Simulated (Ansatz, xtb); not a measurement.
Two isomers of F2H5NSi2

Structure X is `F[SiH](F)N[SiH3]`, a singlet and structure Y is `F[SiH2]N[SiH2]F`, a singlet. Both are isolated molecules in the gas phase, relaxed with B3LYP-D3(BJ)/def2-SVP; the shapes shown needn't be the lowest conformers.

X (Å):

```xyz
10

F    -1.0884    3.1392    0.0068
F    -2.1459    1.6628   -1.7814
N    -0.4586    0.4707    0.0146
Si   -1.6684    1.6488   -0.2361
Si    1.0838    0.3147   -0.8126
H    -2.8259    1.4162    0.6446
H    -0.6692   -0.2188    0.7333
H     1.1551    1.4337   -1.7884
H     1.1819   -0.9911   -1.5262
H     2.2193    0.4038    0.1499
```

Y (Å):

```xyz
10

F    -1.8829   -0.4655    0.1051
F     2.2701    0.8235   -2.9438
N    -0.3000    0.3299   -2.0280
Si   -0.9032    0.7115   -0.4516
Si    1.2383   -0.3386   -2.4542
H     0.2497    0.8051    0.4734
H    -1.7280    1.9425   -0.5082
H    -0.9309    0.5242   -2.8046
H     1.8187   -0.9685   -1.2459
H     1.0877   -1.2669   -3.6006
```

Problem. Estimate E(Y) − E(X) at the level CCSD(T)/def2-SVP + ΔMP2/def2-TZVPP.

Solution. Too close to call at this level: CCSD(T)/def2-SVP + ΔMP2/def2-TZVPP gives E(Y) − E(X) = +0.038 eV.

How the difference moves with the method:

```csv
level,geometry,E(Y) − E(X) (eV),departure from the last row (eV),"job, with rough time for the two"
B3LYP-D3(BJ)/def2-SVP,B3LYP-D3(BJ)/def2-SVP,+0.039,+0.001,"optimisation, 91 s"
HF/def2-SVP,B3LYP-D3(BJ)/def2-SVP,+0.053,+0.015,part of the CCSD(T) run
MP2/def2-SVP,B3LYP-D3(BJ)/def2-SVP,+0.049,+0.011,part of the CCSD(T) run
CCSD(T)/def2-SVP,B3LYP-D3(BJ)/def2-SVP,+0.055,+0.017,single point
CCSD(T)/def2-SVP + ΔMP2/def2-TZVPP,B3LYP-D3(BJ)/def2-SVP,+0.038,,"single point, 15 s"
```

As drawn, both hold the same kinds of bond in the same numbers.

The largest departure from CCSD(T)/def2-SVP + ΔMP2/def2-TZVPP is that of CCSD(T)/def2-SVP, 0.017 eV. Levels run at GFN2-xTB geometries aren't shown. The last row adds to CCSD(T) the change of the MP2 difference between the two basis sets, here −0.017 eV.

With harmonic frequencies from B3LYP-D3(BJ)/def2-SVP (ideal gas, rigid rotor, one conformer each, 298.15 K, 1 atm): on the last row, ΔE + ΔZPE = +0.068 eV. A mode under 50 cm⁻¹ makes harmonic enthalpies and free energies unreliable, so none is given.

The correlated steps freeze 13 core orbitals. Run with Ansatz 0.2.0; the last row on 2 threads of Intel(R) Xeon(R) 6975P-C (Granite Rapids) on a shared host.
